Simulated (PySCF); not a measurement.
La(2+) (lanthanum, charge +2) across methods

[Xe] 5d1, 2D determinant. All numbers are calculated (PySCF 2.14, scalar relativity by spin-free X2C-1e, in cc-pVDZ-X2C).

```csv
method,E (hartree),mean ε 5p α (eV),mean ε 5p β (eV),mean ε 5d α (eV),Σ⟨r²⟩ (bohr²),⟨S²⟩
TPSS,-8491.51,-35.260,-34.781,-15.315,47.49,0.752
LDA,-8484.63,-35.246,-34.840,-15.177,47.55,0.751
PBE,-8491.44,-35.090,-34.636,-15.284,47.56,0.751
r2SCAN,-8491.86,-35.628,-35.156,-15.430,47.50,0.753
BLYP,-8492.18,-34.847,-34.448,-15.086,47.77,0.751
LC-wPBE,-8491.39,-39.889,-39.234,-18.804,47.28,0.753
PBE0,-8491.52,-36.945,-36.350,-16.285,47.48,0.752
UHF,-8488.73013,-41.336,-40.257,-18.552,47.88,0.756
```

Spin-orbit coupling, absent here, splits the open shell strongly.
